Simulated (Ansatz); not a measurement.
HO₄Re, SMILES [OH][Re](=[O])(=[O])=[O], multiplicity 1. Atoms are numbered in the order given.

```xyz
6

Re     0.0000     0.0000    -0.0572
O     -1.3716     0.7919    -0.6602
O      1.3716     0.7919    -0.6602
O      0.0000    -1.5838    -0.6602
O      0.0000     0.0000     1.7696
H      0.0000     0.0000     2.7265
```

Geometry optimised at PBE0-D3(BJ)/def2-SVP. The spin state was assumed, not searched. The isomer is the one that the SMILES or the coordinates give; other isomers of the formula were not compared. The def2 effective core potentials stand for the cores of Re; spin–orbit coupling is left out. The values are those of a single conformer.

Two levels are set side by side: PBE-D3(BJ)/def2-SVP (Ansatz, a quantum-chemistry and plane-wave program) and PBE0-D3(BJ)/def2-SVP (Ansatz). Each level has its own optimised geometry; the coordinates shown are those of the second. Differences are taken from unrounded values.

| quantity | PBE0-D3(BJ) | PBE-D3(BJ) | PBE-D3(BJ) minus PBE0-D3(BJ) |
|---|---|---|---|
| mean bond length (Å) | 1.574 | 1.594 | 0.020 |
| bond Re1–O2 (Å) | 1.695 | 1.719 | 0.025 |
| bond Re1–O3 (Å) | 1.695 | 1.719 | 0.025 |
| bond Re1–O4 (Å) | 1.695 | 1.719 | 0.025 |
| bond Re1–O5 (Å) | 1.827 | 1.844 | 0.017 |
| bond O5–H6 (Å) | 0.957 | 0.966 | 0.009 |

Exact exchange shortens and stiffens bonds; PBE has none. Differences between two approximate levels are no errors against the true value.
